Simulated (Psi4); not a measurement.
Pair of molecules: HBr (SMILES Br) (first 2 atoms) with H2Se (SMILES [SeH2]); geometry from B3LYP-D3(BJ)/def2-TZVP.
(charge 0, multiplicity 1):
```xyz
5

Br    -0.3306     0.1312    -0.5702
H     -0.3518     0.1466     0.8749
Se    -0.2333     0.1128     3.3892
H      0.3218    -1.2480     3.3319
H      1.1125     0.7021     3.3192
```

Computed with SAPT0/aug-cc-pVDZ run with Psi4.

Task: Give the four SAPT terms and the total, and say what mostly holds the pair together.

Result: electrostatics -254.5, exchange 418.2, induction -163.4, dispersion -138.2, total -137.9 meV; the largest attraction is electrostatics.
